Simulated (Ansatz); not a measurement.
`[F][GeH]1[NH][SiH2]1`, relaxed with RKS PBE0-D4/def2-TZVP in Ansatz 0.2.0 from a PBE-D4/def2-SVP geometry. The force threshold is 0.005 eV/Å; the program also tests the step.

The species carries charge 0 and has multiplicity 1.

Start:

```xyz
8

F    -1.585    0.279    1.997
Ge   -1.169   -0.058    0.308
N     0.316    0.905   -0.282
Si    0.968   -0.722   -0.290
H    -2.498    0.192   -0.449
H     0.640    1.864   -0.434
H     1.979   -1.111    0.756
H     1.350   -1.349   -1.607
```

| step | energy (eV) | largest force (eV/Å) | largest move (Å) |
| --- | --- | --- | --- |
| 1 | -68655.9355 | 0.630 | 0.000 |
| 2 | -68655.9759 | 0.351 | 0.034 |
| 3 | -68655.9838 | 0.068 | 0.017 |
| 4 | -68655.9841 | 0.041 | 0.004 |
| 5 | -68655.9841 | 0.022 | 0.007 |
| 6 | -68655.9842 | 0.006 | 0.003 |
| 7 | -68655.9842 | 0.006 | 0.002 |
| 8 (rejected) | -68655.9842 | 0.009 | 0.003 |
| 9 | -68655.9842 | 0.001 | 0.001 |

End:

```xyz
8

F    -1.554    0.274    1.965
Ge   -1.160   -0.065    0.297
N     0.321    0.886   -0.273
Si    0.959   -0.706   -0.281
H    -2.476    0.200   -0.443
H     0.624    1.833   -0.431
H     1.958   -1.095    0.748
H     1.329   -1.327   -1.581
```

Run time 16 s (4 threads of an Intel Xeon Platinum 8488C on a shared host); peak host memory 0.45 GiB.
